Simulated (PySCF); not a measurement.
Compound: C3H7F3OSi.
Bonds: C1–C2, C2–O3, O3–Si4, Si4–C5, C5–F6, C5–F7, C5–F8. Hydrogens: H9, H10, H11 on C1; H12, H13 on C2; H14, H15 on Si4.

Level: wB97X-D/def2-SVPD in PySCF, non-relativistic, on one gas-phase PBE0-D3(BJ)/def2-SVP geometry that isn't relaxed in the solvent. The solvent is an IEF-PCM continuum (cavity from Bondi-type radii × 1.2), and excitations are vertical TDDFT with non-equilibrium linear response and a frozen core. The model holds no explicit solvent molecules, cavitation or dispersion.

Gas-phase singlets (H = HOMO, L = LUMO):

| state | E (eV) | λ (nm) | f | leading configurations |
| --- | --- | --- | --- | --- |
| S1 | 7.412 | 167 | 0.001 | H→L 92% |
| S2 | 8.131 | 152 | 0.011 | H-1→L 87% |
| S3 | 8.412 | 147 | 0.014 | H→L+2 68%, H→L+1 11% |
| S4 | 8.653 | 143 | 0.020 | H→L+1 53%, H-2→L 16%, H→L+3 10% |
| S5 | 8.907 | 139 | 0.016 | H→L+4 51%, H-2→L 16% |

How does the list change in chloroform (ε = 4.711)?

| state | E (eV) | λ (nm) | f | leading configurations | change by rank (eV) |
| --- | --- | --- | --- | --- | --- |
| S1 | 7.416 | 167 | 0.001 | H→L 92% | +0.004 |
| S2 | 8.124 | 153 | 0.014 | H-1→L 87% | -0.007 |
| S3 | 8.432 | 147 | 0.015 | H→L+2 59%, H→L+1 16%, H→L+4 8% | +0.020 |
| S4 | 8.662 | 143 | 0.024 | H→L+1 47%, H-2→L 15%, H→L+3 12% | +0.009 |
| S5 | 8.901 | 139 | 0.021 | H→L+4 57%, H-2→L 14% | -0.006 |

How do the frontier levels move from gas to chloroform?

| orbital | gas (eV) | solvent (eV) | change (eV) |
| --- | --- | --- | --- |
| LUMO+2 | 2.51 | 2.68 | +0.17 |
| LUMO+1 | 2.25 | 2.34 | +0.09 |
| LUMO | 1.74 | 1.88 | +0.14 |
| HOMO | -10.42 | -10.29 | +0.13 |
| HOMO-1 | -11.11 | -10.98 | +0.13 |
| HOMO-2 | -11.80 | -11.68 | +0.12 |
| HOMO-3 | -12.28 | -12.10 | +0.18 |

The HOMO–LUMO gap goes from 12.17 to 12.17 eV.

Shape of the structure used: `[CH3:1][CH2:2][O:3][SiH2:4][C:5]([F:6])([F:7])[F:8]`: C1–C2–O3–Si4 179°, C2–O3–Si4–C5 65°, O3–Si4–C5–F6 59°.
